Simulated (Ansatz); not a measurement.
One change: `S[SiH2][O][GeH3]` becomes `O[SiH2][O][GeH3]`.

Ansatz, PBE0-D4/def2-TZVP geometries, multiplicity 1. Each molecule was computed in one conformer, which needn't be the lowest.

Scalar relativity is left out up to krypton.

```tsv
property	`S[SiH2][O][GeH3]`
HOMO energy (PBE0/def2-TZVPP) / eV	-7.63
HOMO energy (B3LYP/def2-TZVPP) / eV	-7.36
HOMO–LUMO gap (B3LYP/def2-TZVPP) / eV	7.04
size of the dipole moment (PBE/def2-TZVPP) / D	1.28
LUMO energy (PBE0/def2-TZVPP) / eV	-0.10
HOMO–LUMO gap (ωB97M-V/def2-TZVPP) / eV	11.50
```

Q: Give the same properties after the change, and the shifts. (An estimate is asked.)

A: Computed: 
| property | `O[SiH2][O][GeH3]` | shift |
| --- | --- | --- |
| HOMO energy (PBE0/def2-TZVPP) / eV | -8.54 | -0.91 |
| HOMO energy (B3LYP/def2-TZVPP) / eV | -8.34 | -0.98 |
| HOMO–LUMO gap (B3LYP/def2-TZVPP) / eV | 8.16 | 1.12 |
| size of the dipole moment (PBE/def2-TZVPP) / D | 1.34 | 0.06 |
| LUMO energy (PBE0/def2-TZVPP) / eV | 0.07 | 0.17 |
| HOMO–LUMO gap (ωB97M-V/def2-TZVPP) / eV | 12.63 | 1.13 |

With PBE0 the HOMO falls by 0.91 eV and the LUMO rises by 0.17 eV, so the gap widens by about 1.08 eV. PBE moves the HOMO by -0.72 eV and ωB97M-V by -0.99 eV. Dipoles are sizes alone; their direction can turn.

Positive LUMOs are unbound, so they and the gaps depend on the basis.

B3LYP here is the variant with VWN-RPA as its local correlation; programs differ in this.
